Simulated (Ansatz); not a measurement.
Relaxation of CH$_{7}$B$_{2}$N (11 atoms, charge 0, multiplicity 1), to a largest force component of 0.015 eV/Å in at most 40 steps.

Method: RKS r2SCAN-D4/def2-SVP (Ansatz).

```xyz
11
Properties=species:S:1:pos:R:3:forces:R:3
C -0.525 1.604 0.511 0.17 -0.72 -0.01
B -0.797 0.208 -0.182 0.48 0.90 0.33
B 0.412 -0.784 -0.730 -0.11 -0.26 0.32
N 0.990 -1.813 0.001 0.11 -0.19 0.19
H -1.195 1.791 1.349 -0.40 0.10 0.30
H -0.738 2.386 -0.219 -0.18 0.35 -0.39
H 0.496 1.757 0.853 0.46 0.10 0.10
H -1.938 -0.039 -0.357 -0.89 -0.28 -0.18
H 0.850 -0.649 -1.822 0.25 0.21 -0.81
H 1.723 -2.411 -0.345 0.22 -0.13 -0.16
H 0.721 -2.051 0.941 -0.10 -0.09 0.32
```

Question: Where does it end, and by what steps?

Answer: The run converged. The force dipped under the threshold on the way, but the program's further checks kept it going. After 9 steps the energy has fallen by 0.074 eV; H5 moved furthest, 0.16 Å.

```
step  energy less start (eV)  largest force component (eV/Å)  accepted
   0                  0.0000                           0.900       yes
   1                 -0.0621                           0.296       yes
   2                 -0.0683                           0.222       yes
   3                 -0.0681                           0.147        no
   4                 -0.0727                           0.036       yes
   5                 -0.0732                           0.014       yes
   6                 -0.0735                           0.013       yes
   7                 -0.0736                           0.017       yes
   8                 -0.0737                           0.010       yes
   9                 -0.0738                           0.010       yes
```

```xyz
11
Properties=species:S:1:pos:R:3
C -0.533 1.634 0.536
B -0.782 0.231 -0.120
B 0.419 -0.808 -0.682
N 1.020 -1.875 -0.007
H -1.289 1.906 1.292
H -0.696 2.357 -0.292
H 0.477 1.823 0.931
H -1.950 -0.042 -0.351
H 0.815 -0.613 -1.822
H 1.733 -2.462 -0.425
H 0.787 -2.153 0.939
```

Whether the end is a true minimum wasn't checked by a vibrational analysis.

The run took 23 s on 2 threads of Arm Neoverse V1, with other jobs on the host, peak memory 0.14 GiB.
